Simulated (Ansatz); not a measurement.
Calculated with Ansatz (gas phase, PBE0-D4/def2-TZVP geometries, no zero-point term in ΔE). CCSD(T)/CBS adds triple-zeta CCSD(T) − MP2 to the extrapolated MP2 energy (def2 sets, frozen cores). This one scheme is used for every species, atoms too. DFT in def2-TZVPP. No spin–orbit coupling; open shells (•) take unrestricted orbitals. Spin–orbit coupling would lower the free atoms: a little for B, C, O, S.

Reaction (atomization): `B1OCS1` → B• + C• + 3 H• + O• + S•

`B1OCS1`:

Cartesian coordinates in Å:
```
B -0.451 1.066 0.227
O 0.297 0.514 -0.779
C 0.356 -0.786 -0.208
S -0.631 -0.390 1.289
H -0.826 2.191 0.292
H -0.127 -1.524 -0.848
H 1.382 -1.071 0.026
```

What is ΔE at CCSD(T)/CBS? (An estimate is asked.)

Ansatz gave: +2765.4 kJ/mol.

What do these levels give: r2SCANh-D4, r2SCAN0-D4, PBE0, r2SCAN0, CAM-B3LYP, MP2/def2-QZVPP? (Best estimate.)

The calculation gave: r2SCANh-D4 2776.8, r2SCAN0-D4 2742.7, PBE0 2788.6, r2SCAN0 2739.3, CAM-B3LYP 2767.0, MP2/def2-QZVPP 2817.6 kJ/mol.

Largest T1 diagnostic among the species: 0.015.

From PBE to PBE0 (25 % exact exchange), in def2-TZVPP and without D4, ΔE moves by −66.4 kJ/mol: exact exchange takes away binding that semilocal exchange gives to molecules. In def2-TZVPP, CCSD(T) changes the Hartree–Fock value by +706.5 kJ/mol (the triples alone add +55.4 kJ/mol) and MP2 by +789.7 kJ/mol; breaking electron pairs costs correlation energy, which Hartree–Fock lacks. The D4 term adds +21.3 kJ/mol with B3LYP and +10.7 kJ/mol with PBE0; it sums over pairs of atoms, weighted by their polarisabilities, and B3LYP, whose exchange is more repulsive, gets the larger term.

B3LYP here is the variant with VWN-RPA as its local correlation; programs differ in this.

For atomizations the MP2-based limit and the directly extrapolated one differ by several kJ/mol either way, and by 10 to 25 for some Ge, Se and Sn compounds, so smaller differences from it don't rank the levels.
